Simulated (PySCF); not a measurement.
**Spinor energies of Ca (calcium, neutral)**

Start: [Ar] 4p2; 4p3/2 filled at m_j = +1/2, +3/2. Calculated with PySCF 2.14 in x2c-SVPall-2c with one added diffuse shell of s type (6s5p2d, 31 functions): generalised Hartree-Fock with the X2C-1e Hamiltonian and a Gaussian nucleus; one run each with spin-orbit coupling (SO) switched off, then screened by Boettger's factors. This is a chosen level, not necessarily the ground level.

| spinor shell | electrons | ε, spin-free (eV) | ε, screened SO (eV) | weight of nominal j (screened SO) | rms radius, screened SO (bohr) |
| --- | --- | --- | --- | --- | --- |
| 1s1/2 | 2 | -4082.9 | -4082.9 | 1.000 | 0.0889 |
| 2s1/2 | 2 | -461.00 | -460.99 | 1.000 | 0.393 |
| 2p1/2 | 2 | -370.74 | -373.30 | 1.000 | 0.361 |
| 3s1/2 | 2 | -61.206 | -61.204 | 1.000 | 1.24 |
| 3p1/2 | 2 | -36.299 | -36.578 | 0.904 | 1.38 |
| 3p3/2 | 4 | -36.299 | -36.158 | 0.952 | 1.38 |
| 4p3/2 | 2 | -2.838 | -2.832 | 0.824 | 4.23 |

Q: Where does 2p3/2 lie, and what is the 2p spin-orbit splitting (screened SO)?

A: At -369.47 eV, 3.825 eV above 2p1/2.

```json
{"quantity": "E (hartree)", "spin-free": "-679.33500", "screened SO": "-679.33710"}
{"quantity": "M_J", "spin-free": "2", "screened SO": "2"}
{"quantity": "⟨J²⟩", "spin-free": "6.000", "screened SO": "6.000"}
{"quantity": "⟨L²⟩", "spin-free": "2.000", "screened SO": "2.002"}
{"quantity": "⟨S²⟩", "spin-free": "2.000", "screened SO": "1.999"}
```

Each row is a mean over spinors that exchange with the open shell spreads, by up to 0.543 eV (3p3/2).

Rows whose weight is well below 1 are mixtures of j = l ± 1/2: exchange outweighs spin-orbit coupling there, and the label is only the starting occupation.

Without spin-orbit coupling the j labels of p, d and f shells carry no meaning; the spin-free column gives the mean over the occupied spinors of each nl shell.
